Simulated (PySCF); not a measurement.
Compound: C₄H₆F₃Si₂ (doublet state).
Cartesian coordinates in Å at the GFN2-xTB level; atoms count from 1:
```xyz
15
C4H6F3Si2 angstrom
C      3.9659   -1.0730   -0.6137
C      2.7946   -0.8307   -0.7351
Si     0.9885   -0.4695   -0.9288
C      0.4049    0.1856    0.7329
Si    -1.1630    1.0903    1.0556
F     -1.6457    0.9446    2.5914
C     -2.5909    0.2431    0.0499
F     -2.4159   -1.1038   -0.0617
F     -2.6070    0.7152   -1.2306
H      4.9910   -1.2862   -0.5047
H      0.7986    0.5591   -1.9585
H      0.2932   -1.7210   -1.2515
H      1.0363   -0.0107    1.5893
H     -1.2567    2.5165    0.7837
H     -3.5984    0.3994    0.4599
```

The hyperfine couplings belong to this conformer and change with its torsions.

As a line formula: `[CH]([SiH2]C#C)[Si@H](F)C(F)F` [radical].

Computed with UKS B3LYP, pcH-1 on C F H Si, non-relativistic, mean-field spin-orbit, GIAO in PySCF 2.14.0. Geometry: GFN2-xTB, one conformer, isolated molecule. The geometry wasn't refined by DFT: couplings that depend on bond lengths, twists or pyramidal angles can differ widely from those at the functional's own minimum. Stability of the SCF solution: not tested.

(1) Match the computed a_iso(13C) values +76.2, +20.5, +3.8 MHz with the sites C2; C4; C7.

(2) Match the computed a_iso(29Si) values +47.6, +43.5 MHz with the sites Si3; Si5.

(3) The isotropic 1H couplings are +75.2, -54.3, +52.1, +38.3, +2.7, +0.3 MHz. Assign them to H10; H11; H12; H13; H14; H15.

## Answers

(1) 
```
site  a_iso (MHz)  ρ(0) (bohr⁻³)                 position  distance from C4 (Å)  spin population  largest |T| (MHz)
  C2         +3.8        +0.0034          2 bonds from C4                  2.98             0.00                1.3
  C4        +76.2        +0.0679  largest spin population                  0.00            +0.99              144.1
  C7        +20.5        +0.0182          2 bonds from C4                  3.07            +0.02                5.0
```

(2) 
| site | a_iso (MHz) | ρ(0) (bohr⁻³) | position | distance from C4 (Å) | spin population | largest \|T\| (MHz) |
| --- | --- | --- | --- | --- | --- | --- |
| Si3 | +43.5 | -0.0490 | 1 bond from C4 | 1.88 | -0.04 | 2.3 |
| Si5 | +47.6 | -0.0536 | 1 bond from C4 | 1.84 | -0.01 | 2.5 |

(3) 
| site | a_iso (MHz) | ρ(0) (bohr⁻³) | position | distance from C4 (Å) | bound to | spin population there | largest \|T\| (MHz) |
| --- | --- | --- | --- | --- | --- | --- | --- |
| H10 | +0.3 | +0.0001 | 4 bonds from C4 | 4.97 | C1 | 0.00 | 1.1 |
| H11 | +38.3 | +0.0086 | β, 2 bonds from C4 | 2.75 | Si3 | -0.04 | 5.3 |
| H12 | +75.2 | +0.0168 | β, 2 bonds from C4 | 2.75 | Si3 | -0.04 | 4.8 |
| H13 | -54.3 | -0.0122 | α, 1 bond from C4 | 1.08 | C4 | +0.99 | 35.7 |
| H14 | +52.1 | +0.0117 | β, 2 bonds from C4 | 2.86 | Si5 | -0.01 | 4.8 |
| H15 | +2.7 | +0.0006 | γ, 3 bonds from C4 | 4.02 | C7 | +0.02 | 2.9 |

ρ(0) is the spin density at the nucleus and T the dipolar tensor; a_iso includes a spin–orbit part. The largest Mulliken spin population is on C4 (+0.99). The angles at C4 add up to 360.0°, so it is planar; its axial dipolar tensor and the negative coupling of its proton fit spin in a p orbital normal to that plane.

On one thread of an Arm Neoverse V2, shared host with 96 logical CPUs at a one-minute load of 61, this took 2.4 min (grids of density and orbitals included) and 1.1 GiB of memory at its peak.
